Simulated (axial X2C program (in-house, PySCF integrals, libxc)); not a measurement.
**Low determinants of CrS⁺ at the PBE0 level, with spin–orbit coupling**

Calculated with an axial X2C code built on PySCF integrals. Two-component (2c) means X2C with spin–orbit coupling and atomic mean-field two-electron Coulomb and Gaunt terms. Basis: Cr dyall-cv3z [9s10p6d3f2g], S dyall-av3z [9s8p3d2f] (cores contracted in-house); Gaussian nuclei, density fitting, unrestricted open shells. Masses: Cr 51.941 u, S 31.972 u.

Search at 2.107 Å (vertical energies from the lowest determinant):

```csv
ΔE (eV),state,electrons beyond evenly filled partner blocks,"electrons in ±ω = 1/2, 3/2, 5/2, 7/2"
0.00,Ω = 3/2,"ω = 1/2, ω = -3/2, ω = 5/2",29 9 1 0
0.64,Ω = 1/2,"ω = -1/2, ω = -3/2, ω = 5/2",29 9 1 0
0.69,Ω = 5/2,ω = 5/2,28 10 1 0
1.27,Ω = 5/2,ω = 5/2,30 8 1 0
1.31,Ω = 9/2,"ω = 1/2, ω = 3/2, ω = 5/2",29 9 1 0
1.73,Ω = 3/2,ω = 3/2,30 9 0 0
1.85,Ω = 1/2,"2 × ω = 3/2, ω = -5/2",30 8 1 0
```

Lowest determinant, Ω = 3/2 (⟨Sz⟩ = 1.50, ⟨Lz⟩ = 0.00 at PBE0): Re = 2.102 Å, ωe = 405.8 cm⁻¹.

The determinant in row 2 of the search, Ω = 1/2 (⟨Sz⟩ = 1.50, ⟨Lz⟩ = -1.00 at PBE0), was followed along the bond at PBE0; measured from the minimum of the lowest determinant it gives:

Te = 0.640 eV (5160 cm⁻¹), Re = 2.116 Å, ωe = 410.3 cm⁻¹.

(1) Compare the bond of the determinant in row 2 with that of the lowest one.

The search compares states at one distance, so a state with another bond length can lie lower; it is not exhaustive and yields mostly the lowest determinant of each block pattern, so other components and higher states of one pattern are missing. These are energies of single determinants, not of spin-adapted states; PBE0 term energies can be off by some tenths of an eV, and the functional has no current term.

## Answers

(1) At PBE0 its Re is 0.014 Å longer and its force constant, which goes as ωe², is 1.02 times that of the lowest determinant. T0 ≈ Te + Δωe/2 = 5160 + (2) = 5162 cm⁻¹.
